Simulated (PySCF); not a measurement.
# Deuteron quadrupole couplings in `C=Cc1cccc(C(=C)C)c1`

Compound: C11H12.
Structure used (PBE0-D3(BJ)/def2-SVP), in Å, numbered top down from 1:
```
atom  x, y, z in Å
C1     3.2009    1.2480   -1.3486
C2     2.9537    0.0508   -0.8041
C3     1.6875   -0.4232   -0.2298
C4     1.6456   -1.6914    0.3682
C5     0.4608   -2.1789    0.9101
C6    -0.6993   -1.4121    0.8681
C7    -0.6887   -0.1310    0.2911
C8    -1.9167    0.7032    0.2580
C9    -1.8504    2.0426    0.3070
C10   -3.2377   -0.0068    0.1767
C11    0.5091    0.3338   -0.2633
H12    2.4421    2.0319   -1.4196
H13    4.1897    1.4871   -1.7465
H14    3.7724   -0.6771   -0.7640
H15    2.5538   -2.2999    0.3981
H16    0.4396   -3.1695    1.3708
H17   -1.6191   -1.8089    1.3017
H18   -2.7550    2.6543    0.2618
H19   -0.8990    2.5689    0.4145
H20   -4.0644    0.7080    0.0665
H21   -3.4329   -0.6012    1.0844
H22   -3.2616   -0.7074   -0.6733
H23    0.5105    1.3058   -0.7598
```

Level: PBE0/pcSseg-1 (PySCF, non-relativistic); Q(2H) = 0.00286 b; rigid geometry, the same for H and D, with no vibrational averaging.

Question: Rank these positions by the coupling χzz of a deuteron there, largest first.
A. H21 (methyl hydrogen)
B. H14 (vinylic hydrogen)
C. H19 (vinylic hydrogen)

Answer: C (206 kHz), B (199 kHz), A (194 kHz).

Question: Tabulate Vzz, the asymmetry η and χzz = 234.96 MHz × Q × Vzz for every hydrogen position.

Answer: 
```csv
atom,bonded to,bond length (Å),Vzz (au),η,χzz (kHz)
H12,C1,1.093,0.3069,0.06,206
H13,C1,1.092,0.3082,0.06,207
H14,C2,1.096,0.2962,0.08,199
H15,C4,1.094,0.3019,0.08,203
H16,C5,1.093,0.3036,0.07,204
H17,C6,1.091,0.3053,0.08,205
H18,C9,1.093,0.3075,0.07,207
H19,C9,1.093,0.3073,0.06,206
H20,C10,1.098,0.2947,0.04,198
H21,C10,1.102,0.2890,0.03,194
H22,C10,1.102,0.2885,0.03,194
H23,C11,1.091,0.3040,0.08,204
```

Question: How does χzz go with the bond length over the 12 C–H bonds?

Answer: A straight-line fit has a slope of -11.8 kHz for each 0.01 Å, with a correlation coefficient of -0.95, over lengths from 1.091 to 1.102 Å. The longer bonds have the smaller couplings here.

Geometry: PBE0-D3(BJ)/def2-SVP, one conformer, isolated molecule. With so small a basis the couplings can be 20 % off.

The run behind these numbers computed NMR shieldings as well. On 2 threads, Intel Xeon 6975P-C (x86_64), shared host with 192 logical CPUs at a one-minute load of 53, this took 22 s wall, 53 s CPU and 2.0 GiB of memory at its peak.
